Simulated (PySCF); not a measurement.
# Iron: a sound run and one with changed settings

Sound run: Fe [Ar] 3d6 4s2, Fe⁺ [Ar] 3d6 4s1. Calculation: PySCF 2.14, in x2c-TZVPall (6s5p4d1f, 48 functions); scalar relativity by spin-free X2C-1e. In the sound run the correlated levels freeze [Ar]. The sound run starts from symmetry-adapted Hartree-Fock orbitals and uses a fine grid where one is needed.

Changed run: all electrons correlated in a basis built for the valence shell.

```
species  method  sound run (hartree)  changed run (hartree)  converged
     Fe     MP2          -1271.48427            -1271.76893        yes
    Fe⁺     MP2          -1271.21433            -1271.49519        yes
```

Ionisation energy of Fe:

```json
{"method": "UHF", "sound run (eV)": "6.438", "changed run (eV)": "6.438"}
{"method": "MP2", "sound run (eV)": "7.345", "changed run (eV)": "7.449"}
{"method": "SCS-MP2", "sound run (eV)": "7.501", "changed run (eV)": "7.517"}
```

A valence basis has no tight correlating functions, so it recovers only part of the core correlation, and not evenly between atom and ion.

For comparison, NIST gives 7.902 eV between the lowest levels.
